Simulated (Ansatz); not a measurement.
Molecule: C3H8BrSi (charge 0, doublet). It need not be the lowest isomer of its formula. SMILES: C[Si](Br)([CH2])C
Geometry from a B3LYP-D3(BJ)/def2-TZVP (Ansatz, a program for electronic structure) optimisation:
```xyz
13

Si    -0.0422     0.0661    -0.8609
C      1.6019    -0.3671    -1.5495
C     -1.3571    -1.1385    -1.4061
C     -0.4946     1.8392    -1.2197
Br     0.1273    -0.1245     1.3998
H      1.8888    -1.3881    -1.7758
H      2.3958     0.3624    -1.6663
H     -1.0759    -2.1620    -1.1540
H     -1.5013    -1.0783    -2.4878
H     -2.3086    -0.9191    -0.9193
H     -0.6125     1.9900    -2.2958
H      0.2799     2.5186    -0.8611
H     -1.4324     2.1059    -0.7300
```
Charge 0, spin multiplicity 2.

Parts of the frozen-core correlation energy in def2-QZVPP (Ansatz, hartree). Frozen orbitals: 22; correlated occupied orbitals by spin: 16 and 15; virtual: 532 and 533. Open shells are spin-unrestricted. Spin-orbit coupling is left out. No relativistic terms.

```tsv
term	value
reference (HF)	-2979.78037
MP2 opposite-spin	[?]
MP2 same-spin	[?]
CCSD correlation	[?]
(T)	-0.03730
T1 diagnostic	0.011
largest doubles amplitude	0.014
<S^2> of the reference	0.761
```

Problem. Fill in the missing entries.

Solution. 
- MP2 opposite-spin, value: -0.65809
- MP2 same-spin, value: -0.18091
- CCSD correlation, value: -0.89536
